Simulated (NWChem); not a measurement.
# Atomisation of C3H5ClSi

SMILES: [SiH3]C=C=CCl
```xyz
10

Si    -2.4619    -0.1070    -0.6868
C     -1.1694    -0.6406     0.5700
C      0.1156    -0.5920     0.3246
C      1.3921    -0.5426     0.0368
Cl     2.3793     0.8495     0.3491
H     -1.7792     0.3470    -1.9315
H     -3.2887     1.0020    -0.1210
H     -3.3703    -1.2542    -0.9927
H     -1.4993    -1.0048     1.5545
H      1.9264    -1.3818    -0.4169
```
Charge 0, spin multiplicity 1.

Program: NWChem. All single points use one geometry, from PBE0/def2-SVP, a minimum by its harmonic frequencies.

Basis set: def2-TZVP. The atomisation energy is electronic alone: no zero-point, thermal, spin-orbit or counterpoise terms. No value is extrapolated to the basis-set limit. Free atoms are single determinants with multiplicities Si 3, C 3, Cl 2, H 2. Correlated methods freeze the same cores in atoms and molecule, 13 orbitals in all.

B3LYP has NWChem's definition, with VWN1-RPA local correlation. The structure started from a generated list of species. The stability of the SCF solutions was not checked. Open-shell Hartree-Fock references start from PBE0 orbitals.

Q: For the atomisation energy, BLYP gives 882.1 kcal/mol and TPSS gives 902.5 kcal/mol. What do PBE, B3LYP, HF give?

A: PBE: 911.6 kcal/mol; B3LYP: 884.7 kcal/mol; HF: 651.9 kcal/mol.
